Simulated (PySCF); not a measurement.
Stepwise substitution at one centre (Al Br-SiH3). All species are isolated molecules in the gas phase. Strings in code marks are SMILES.

All values below come from M06-2X/def2-TZVP // B3LYP-D3(BJ)/def2-TZVP run with PySCF. All candidates: neutral, multiplicity 1. Excitations are Tamm–Dancoff values on a coarser integration grid. The basis has no diffuse functions, so Rydberg states are missing or too high.

| Property | Result |
|---|---|
| LUMO | -1.92 eV |
| S1 excitation (TDA) | 3.34 eV |
| HOMO–LUMO gap | 6.25 eV |

### Question
Name which member has these values.
A. `[SiH3][Al]([SiH3])[SiH3]`
B. `[Br][Al]([Br])[Br]`
C. `[SiH3][Al]([SiH3])[Br]`
D. `[SiH3][Al]([Br])[Br]`

### Answer
A, `[SiH3][Al]([SiH3])[SiH3]`. The others give `[SiH3][Al]([SiH3])[Br]`: -1.68 eV, 3.62 eV, 6.51 eV; `[SiH3][Al]([Br])[Br]`: -1.35 eV, 4.97 eV, 7.75 eV; `[Br][Al]([Br])[Br]`: -0.97 eV, 5.94 eV, 8.89 eV
